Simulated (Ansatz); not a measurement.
Species: RuF₃ (charge 0, quartet). The spin state was set by rule; other spins were not relaxed. 
Coordinates optimised at B3LYP-D3(BJ)/def2-TZVP (Ansatz, a first-principles code):
```
Ru
F 1 1.8530
F 1 1.8530 2 162.85
F 1 1.8685 2 98.57 3 -180.00
```
Charge 0, spin multiplicity 4.

Computed values are from Ansatz. Valence correlation only, unless marked. UHF or UKS for open shells. Spin-orbit coupling is left out. The frozen core is the preceding noble-gas configuration, with the filled d and f shells of earlier blocks. In def2 rows, elements after Kr have scalar-relativistic effective core potentials. Basis-set limits of correlation are two-point, X^-3; Hartree-Fock from the larger set. The bracket is a focal-point correction in the basis named.

Q: What is the total energy at RI-MP2/CBS(def2-TZVPPD,def2-QZVPPD)+[CCSD(T)-MP2]/def2-SVPD?

A: -393.8084 Eh.

Q: What is the dipole moment at CCSD(T)/def2-SVPD?

A: 2.68 D.

Q: What is the atomisation energy De at RI-MP2/CBS(def2-TZVPPD,def2-QZVPPD)+[CCSD(T)-MP2]/def2-SVPD?

A: 294.3 kcal/mol.

Q: What is the T1 diagnostic at CCSD/def2-SVPD?

A: 0.030.
